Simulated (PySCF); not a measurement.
Si(H)(NCO)(OH)2 (CH3NO3Si), SMILES O=C=N[SiH](O)O.

Geometry: B3LYP-D3(BJ)/def2-SVP. This is a generated structure with no PubChem entry under its InChIKey; it may be hypothetical. The values are those of a single conformer.

All values below come from PBE/def2-TZVP run with PySCF.

Computed frontier levels, gap, dipole moment and polarisability:
```yaml
highest_occupied_level: -7.41 eV
lowest_empty_level: -0.67 eV
orbital_gap: 6.74 eV
dipole_moment: 0.345 e·Å
quadrupole, principal values (traceless, Buckingham form, about the centre of nuclear charge): -13.74, 4.32, 9.43 D·Å
mean_static_polarisability: 52.1 bohr³ (7.72 Å³)
polarisability_principal_values: 40.4, 42.2, 73.7 bohr³
```
